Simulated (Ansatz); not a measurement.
Compare A (`CC(C)CCC(C)(C)C`) with its isomer B (`CC(C)C(C)(C)C(C)C`).

Gas-phase electronic energies from Ansatz, PBE0-D4/def2-TZVP geometries. CCSD(T)/CBS adds triple-zeta CCSD(T) − MP2 to the extrapolated MP2 energy (def2 sets, frozen cores). DFT in def2-TZVPP. B3LYP here is the variant with VWN-RPA as its local correlation; programs differ in this. Each species was taken in one conformer, which may not be the lowest.

A:

Z-matrix (Å, degrees):
```
C
C 1 1.522
H 1 1.093 2 110.9
H 1 1.092 2 112.2 3 120.4
H 1 1.095 2 110.5 3 -119.3
C 2 1.527 1 112.4 3 178.5
C 2 1.522 1 110.4 3 54.9
H 2 1.099 1 108.0 3 -63.0
C 6 1.520 2 114.2 1 62.9
H 6 1.097 2 108.3 1 -60.2
H 6 1.095 2 108.0 1 -174.8
H 7 1.095 2 110.6 1 62.2
H 7 1.093 2 111.4 1 -57.4
H 7 1.093 2 111.4 1 -178.0
C 9 1.536 6 116.6 2 173.9
H 9 1.096 6 109.4 2 -63.8
H 9 1.098 6 108.7 2 51.6
C 15 1.526 9 110.7 6 59.2
C 15 1.527 9 111.0 6 -62.7
C 15 1.527 9 107.9 6 178.3
H 18 1.094 15 111.0 9 55.6
H 18 1.094 15 110.6 9 175.3
H 18 1.092 15 111.7 9 -65.0
H 19 1.094 15 111.0 9 -56.3
H 19 1.092 15 111.9 9 64.5
H 19 1.094 15 110.5 9 -175.8
H 20 1.094 15 111.0 9 59.6
H 20 1.094 15 111.0 9 179.6
H 20 1.094 15 111.0 9 -60.3
```

B:

Z-matrix (Å, degrees):
```
C
C 1 1.525
H 1 1.093 2 111.4
H 1 1.091 2 112.9 3 -121.6
H 1 1.093 2 110.0 3 118.6
C 2 1.557 1 113.9 3 61.0
C 2 1.526 1 108.6 3 -67.3
H 2 1.096 1 107.5 3 178.1
C 6 1.529 2 110.4 1 -66.7
C 6 1.529 2 108.9 1 174.5
C 6 1.557 2 109.9 1 53.4
H 7 1.093 2 109.6 1 -59.0
H 7 1.093 2 111.8 1 59.5
H 7 1.091 2 112.8 1 -178.4
H 9 1.091 6 111.2 2 -53.8
H 9 1.091 6 111.1 2 -172.6
H 9 1.093 6 111.9 2 67.1
H 10 1.091 6 111.1 2 66.7
H 10 1.091 6 111.2 2 -174.5
H 10 1.093 6 111.9 2 -53.6
C 11 1.526 6 114.0 2 178.9
C 11 1.525 6 113.9 2 53.5
H 11 1.096 6 106.0 2 -64.5
H 21 1.093 11 111.9 6 -68.7
H 21 1.091 11 112.8 6 53.4
H 21 1.093 11 109.6 6 172.8
H 22 1.094 11 111.4 6 61.0
H 22 1.093 11 110.0 6 179.6
H 22 1.091 11 112.9 6 -60.5
```

**Question.** Which is lower in electronic energy at CCSD(T)/CBS, and by how much? (Best estimate.)

**Answer.** Computed: A, by 4.0 kcal/mol.

**Question.** Give E(B) − E(A) in kcal/mol with HF/def2-TZVPP, PBE0-D4, r2SCAN-D4, CCSD/def2-TZVPP, B2PLYP, B3LYP, BLYP-D4. (Estimate.)

**Answer.** Ansatz gave: HF/def2-TZVPP 10.6, PBE0-D4 4.6, r2SCAN-D4 4.8, CCSD/def2-TZVPP 4.8, B2PLYP 6.3, B3LYP 8.3, BLYP-D4 4.5. None reverses the order clearly.

Largest T1 diagnostic: 0.009.

The D4 term adds −3.4 kcal/mol with B3LYP and −2.0 kcal/mol with PBE0; it sums over pairs of atoms, weighted by their polarisabilities, and B3LYP, whose exchange is more repulsive, gets the larger term. Leaving LDA and LC-ωPBE aside and taking each functional with its dispersion term where it has one, the values, not all of them listed here, spread over 2.6 kcal/mol, from revPBE-D4 to B2PLYP. LDA lies −4.4 kcal/mol from PBE without D4.
